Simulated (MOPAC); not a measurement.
MOPAC input (MNDO):

```
MNDO PRECISE GNORM=0.05 LET XYZ CHARGE=1 GEO-OK AUX(PRECISION=9) THREADS=1
H5SSi

Si   -1.09196200 1   -0.41577800 1    0.17444600 1
S     1.02738700 1    0.42233400 1   -0.26092300 1
H    -1.02486900 1   -0.84467200 1    1.57607700 1
H    -1.88919300 1    0.78418400 1   -0.10411400 1
H    -1.14302800 1   -1.48132300 1   -0.83306800 1
H     1.74924700 1   -0.59625700 1    0.25757200 1
H     1.15710600 1    1.20160300 1    0.83605600 1
```

Output:

```
 *******************************************************************************
 **                                                                           **
 **                              MOPAC v23.2.5                                **
 **                                                                           **
 *******************************************************************************
 ** MOPAC's Digital Object Identifier: https://doi.org/10.5281/zenodo.6511958 **
 **                                                                           **
 ** Please cite the open-source release paper for use of this MOPAC version:  **
 ** J. E. Moussa and J. J. P. Stewart (2026)                                  **
 ** MOPAC: An open-source semiempirical molecular orbital program             **
 ** J. Open Source Softw., 11(119), 8025, https://doi.org/10.21105/joss.08025 **
 *******************************************************************************

                              MNDO CALCULATION RESULTS

 *******************************************************************************
 *  MNDO       - The MNDO Hamiltonian to be used
 *  GEO-OK     - OVERRIDE INTERATOMIC DISTANCE AND OTHER SAFETY CHECKS
 *
 *
 *
 *                 CHARGE ON SYSTEM = +1
 *
 *
 *
 *  LET        - OVERRIDE SOME SAFETY CHECKS
 *  PRECISE    - TIGHTER CRITERIA TO BE USED
 *  XYZ        - CARTESIAN COORDINATE SYSTEM TO BE USED
 *  GNORM      - EXIT WHEN GRADIENT NORM DROPS BELOW 0.050
 *  AUX        - OUTPUT AUXILIARY INFORMATION
 *******************************************************************************
MNDO PRECISE GNORM=0.05 LET XYZ CHARGE=1 GEO-OK AUX(PRECISION=9) THREADS=1
 H5SSi

   ATOM   CHEMICAL          X               Y               Z
  NUMBER   SYMBOL      (ANGSTROMS)     (ANGSTROMS)     (ANGSTROMS)

     1      Si         -1.09196200  *  -0.41577800  *   0.17444600  *
     2       S          1.02738700  *   0.42233400  *  -0.26092300  *
     3       H         -1.02486900  *  -0.84467200  *   1.57607700  *
     4       H         -1.88919300  *   0.78418400  *  -0.10411400  *
     5       H         -1.14302800  *  -1.48132300  *  -0.83306800  *
     6       H          1.74924700  *  -0.59625700  *   0.25757200  *
     7       H          1.15710600  *   1.20160300  *   0.83605600  *

          CARTESIAN COORDINATES

    NO.       ATOM           X           Y           Z

     1        Si         -1.0920     -0.4158      0.1744
     2         S          1.0274      0.4223     -0.2609
     3         H         -1.0249     -0.8447      1.5761
     4         H         -1.8892      0.7842     -0.1041
     5         H         -1.1430     -1.4813     -0.8331
     6         H          1.7492     -0.5963      0.2576
     7         H          1.1571      1.2016      0.8361

  H: (MNDO): M.J.S. DEWAR, W. THIEL, J. AM. CHEM. SOC., 99, 4899, (1977)
 Si: (MNDO): M.J.S.DEWAR, ET. AL. ORGANOMETALLICS  5, 375 (1986)
  S: (MNDO): M.J.S.DEWAR, C.H. REYNOLDS, J. COMP. CHEM. 7, 140-143 (1986)

           Empirical Formula: H5 Si S  =     7 atoms

      MOLECULAR POINT GROUP   :   Cs

      RHF CALCULATION, NO. OF DOUBLY OCCUPIED LEVELS = 7

          Geometry optimization using EF

          DIAGONAL MATRIX USED AS START HESSIAN

 CYCLE:     1  GRAD.:   113.328 HEAT:  188.9205
 CYCLE:     2  GRAD.:    62.112 HEAT:  178.9977
 CYCLE:     3  GRAD.:   146.662 HEAT:  188.0456
 CYCLE:     4  GRAD.:    26.942 HEAT:  175.5936
 CYCLE:     5  GRAD.:    11.747 HEAT:  174.8914
 CYCLE:     6  GRAD.:    25.617 HEAT:  174.3930
 CYCLE:     7  GRAD.:    29.726 HEAT:  174.2581
 CYCLE:     8  GRAD.:     9.082 HEAT:  173.8387
 CYCLE:     9  GRAD.:     4.301 HEAT:  173.7049
 CYCLE:    10  GRAD.:     5.009 HEAT:  173.6148
 CYCLE:    11  GRAD.:     3.702 HEAT:  173.5731
 CYCLE:    12  GRAD.:    12.027 HEAT:  173.5864
 CYCLE:    13  GRAD.:     2.305 HEAT:  173.5238
 CYCLE:    14  GRAD.:     1.874 HEAT:  173.5102
 CYCLE:    15  GRAD.:     3.899 HEAT:  173.5079
 CYCLE:    16  GRAD.:     2.263 HEAT:  173.5042
 CYCLE:    17  GRAD.:     0.347 HEAT:  173.5015
 CYCLE:    18  GRAD.:     0.351 HEAT:  173.5012
 CYCLE:    19  GRAD.:     0.246 HEAT:  173.5012
 CYCLE:    20  GRAD.:     0.097 HEAT:  173.5011
 CYCLE:    21  GRAD.:     0.031 HEAT:  173.5010

     GRADIENT =  0.03125 IS LESS THAN CUTOFF =  0.05000

 -------------------------------------------------------------------------------
 MNDO PRECISE GNORM=0.05 LET XYZ CHARGE=1 GEO-OK AUX(PRECISION=9) THREADS=1
 H5SSi

     GEOMETRY OPTIMISED USING EIGENVECTOR FOLLOWING (EF).
     SCF FIELD WAS ACHIEVED

                              MNDO CALCULATION
                                                       MOPAC v23.2.5 Linux

          FINAL HEAT OF FORMATION =        173.50105 KCAL/MOL =     725.92839 KJ/MOL

          COSMO AREA              =        106.97 SQUARE ANGSTROMS
          COSMO VOLUME            =         94.26 CUBIC ANGSTROMS

          GRADIENT NORM           =          0.03125          =       0.01181 PER ATOM
          IONIZATION POTENTIAL    =         16.663432 EV
          HOMO LUMO ENERGIES (EV) =        -16.663 -5.586
          NO. OF FILLED LEVELS    =          7
          MOLECULAR WEIGHT        =         65.1850         POINT GROUP:  Cs

          MOLECULAR DIMENSIONS (Angstroms)

            Atom       Atom       Distance
            H     7    H     5     3.99776
            H     6    H     4     3.66474
            H     3    S     2     2.11674

          SCF CALCULATIONS        =         22

   ATOM   CHEMICAL          X               Y               Z
  NUMBER   SYMBOL      (ANGSTROMS)     (ANGSTROMS)     (ANGSTROMS)

     1      Si         -1.16178918  *  -0.43208579  *   0.15363771  *
     2       S          0.99538178  *   0.36721884  *  -0.12231971  *
     3       H         -1.08015865  *  -0.82079514  *   1.44535809  *
     4       H         -1.81200152  *   0.72227682  *  -0.10888675  *
     5       H         -1.11410546  *  -1.39665049  *  -0.79062406  *
     6       H          2.00868339  *  -0.45234627  *  -0.04204981  *
     7       H          1.39595345  *   1.40798028  *   0.55685592  *

                             CARTESIAN COORDINATES

   1   Si       -1.161789179    -0.432085793     0.153637714
   2    S        0.995381780     0.367218836    -0.122319705
   3    H       -1.080158651    -0.820795135     1.445358090
   4    H       -1.812001524     0.722276817    -0.108886747
   5    H       -1.114105456    -1.396650492    -0.790624060
   6    H        2.008683389    -0.452346271    -0.042049806
   7    H        1.395953449     1.407980276     0.556855918

           Empirical Formula: H5 Si S  =     7 atoms

      MOLECULAR POINT GROUP   :   Cs

                  EIGENVALUES
 -30.02834 -25.99819 -21.77855 -19.43706 -18.05993 -17.98807 -16.66343  -5.58577
  -3.82676  -3.60369  -3.01103  -2.85261  -2.79279

              NET ATOMIC CHARGES AND DIPOLE CONTRIBUTIONS

  ATOM NO.   TYPE          CHARGE      No. of ELECS.   s-Pop       p-Pop
    1         Si           1.761312        2.2387     1.07130     1.16739
    2          S          -0.069414        6.0694     1.73482     4.33459
    3          H          -0.330997        1.3310     1.33100
    4          H          -0.313294        1.3133     1.31329
    5          H          -0.313294        1.3133     1.31329
    6          H           0.132844        0.8672     0.86716
    7          H           0.132843        0.8672     0.86716
 DIPOLE           X         Y         Z       TOTAL
 POINT-CHG.    -1.770    -0.782     0.617     2.031
 HYBRID         1.297     0.133     0.914     1.592
 SUM           -0.473    -0.648     1.531     1.728

          ATOMIC ORBITAL ELECTRON POPULATIONS

     Atom    s        px        py        pz
    1 Si   1.07130   0.19887   0.47058   0.49793
    2  S   1.73482   1.34382   1.22161   1.76916
    3  H   1.33100
    4  H   1.31329
    5  H   1.31329
    6  H   0.86716
    7  H   0.86716

 **********************
 *                    *
 * JOB ENDED NORMALLY *
 *                    *
 **********************

 == MOPAC DONE ==
```

The dipole moment of an ion depends on the origin.

The geometry given is a B3LYP-D3(BJ)/def2-TZVP minimum.
